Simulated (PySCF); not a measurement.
C6H8O.
Atom-mapped SMILES: `[CH2:1]=[CH:2]/[CH:3]=[CH:4]/[C:5]([CH3:6])=[O:7]` (hydrogens: H8, H9 on C1; H10 on C2; H11 on C3; H12 on C4; H13, H14, H15 on C6)

Computed by this run: PBE0-D3(BJ)/def2-SVP geometry optimisation, gas phase in PySCF 2.14.0; density fitting, grid level 2; the optimiser is geomeTRIC in internal coordinates, started from a GFN2-xTB structure.

Step 0: E = -8382.6928 eV
```
atom  x, y, z in Å  |  force x, y, z in eV/Å
C1     -3.2490   -0.1790   -0.4117   -0.121  -0.027   0.003
C2     -2.0324   -0.6348   -0.1199    0.302   0.052  -0.003
C3     -0.8306    0.1068   -0.3942   -0.067  -0.221   0.103
C4      0.4100   -0.3150   -0.1046   -0.111   0.254  -0.133
C5      1.5887    0.5125   -0.4002    0.385   0.019   0.020
C6      2.9060   -0.1044    0.0061   -0.250   0.446  -0.235
O7      1.5132    1.6031   -0.9240   -0.027   0.072  -0.039
H8     -4.1390   -0.7434   -0.1921   -0.473  -0.353   0.133
H9     -3.3894    0.7809   -0.8810   -0.039   0.559  -0.267
H10    -1.9088   -1.6012    0.3522   -0.008  -0.451   0.211
H11    -0.9421    1.0771   -0.8619    0.064   0.469  -0.215
H12     0.5810   -1.2758    0.3607   -0.014  -0.467   0.228
H13     3.0429   -1.0507   -0.5134    0.070  -0.439  -0.161
H14     3.7253    0.5665   -0.2373    0.270   0.239  -0.089
H15     2.9025   -0.3036    1.0760    0.019  -0.152   0.444
```

Step 1: E = -8382.7380 eV
```
atom  x, y, z in Å  |  force x, y, z in eV/Å
C1     -3.2731   -0.1718   -0.4219   -0.070   0.043  -0.024
C2     -2.0506   -0.6335   -0.1194   -0.003  -0.093   0.050
C3     -0.8340    0.1007   -0.3826    0.005   0.108  -0.050
C4      0.4067   -0.3307   -0.0872    0.043  -0.111   0.058
C5      1.5993    0.4984   -0.3903   -0.069   0.081  -0.045
C6      2.9316   -0.0874   -0.0046    0.051  -0.074   0.041
O7      1.5018    1.5869   -0.9181    0.029  -0.013   0.009
H8     -4.1756   -0.7502   -0.2067    0.030   0.013  -0.009
H9     -3.4057    0.8065   -0.8963    0.003  -0.031   0.016
H10    -1.9457   -1.6170    0.3562   -0.004   0.034  -0.019
H11    -0.9160    1.0882   -0.8569    0.010  -0.043   0.019
H12     0.5592   -1.3072    0.3883   -0.014   0.036  -0.018
H13     3.0865   -1.0502   -0.5205   -0.002   0.034   0.016
H14     3.7407    0.6064   -0.2631   -0.015   0.008  -0.006
H15     2.9532   -0.3002    1.0777    0.007   0.009  -0.037
```

Q: Estimate the geometry and energy of step 2. (The exact step hangs on the optimiser's Hessian estimate; all steps are aligned on step 1, rigid shifts and turns removed.)

A: E = -8382.7380 eV, largest force 0.070 eV/Å
```
atom  x, y, z in Å  |  force x, y, z in eV/Å
C1     -3.2703   -0.1621   -0.4284   -0.009  -0.017   0.005
C2     -2.0545   -0.6370   -0.1163    0.001   0.015  -0.006
C3     -0.8304    0.0900   -0.3732   -0.040  -0.049   0.021
C4      0.4076   -0.3487   -0.0740   -0.014   0.062  -0.030
C5      1.5906    0.4922   -0.3861    0.034  -0.011   0.005
C6      2.9329   -0.0807   -0.0094    0.017  -0.011   0.008
O7      1.4817    1.5791   -0.9146    0.012  -0.015   0.011
H8     -4.1781   -0.7337   -0.2224   -0.006   0.003  -0.001
H9     -3.3904    0.8174   -0.9016    0.004  -0.003   0.002
H10    -1.9611   -1.6213    0.3575   -0.003   0.004  -0.003
H11    -0.9034    1.0767   -0.8474    0.006  -0.005   0.003
H12     0.5618   -1.3238    0.4011   -0.001   0.016  -0.007
H13     3.0945   -1.0412   -0.5253   -0.001   0.003  -0.002
H14     3.7300    0.6231   -0.2771   -0.001   0.003  -0.003
H15     2.9674   -0.2910    1.0719    0.000   0.004  -0.002
```

The energy changes by 0.0000 eV. The first-order estimate −F·Δx gives -0.0016 eV and the mean of the old and new forces, exact on a quadratic surface, 0.0000 eV. The step makes an angle of 85° with the force vector and moves no atom by more than 0.024 Å.

What follows is the cost of the whole optimisation. On Arm Neoverse V1, one thread, no GPU, on a shared host, this took 35 s and 0.69 GiB of memory at its peak.
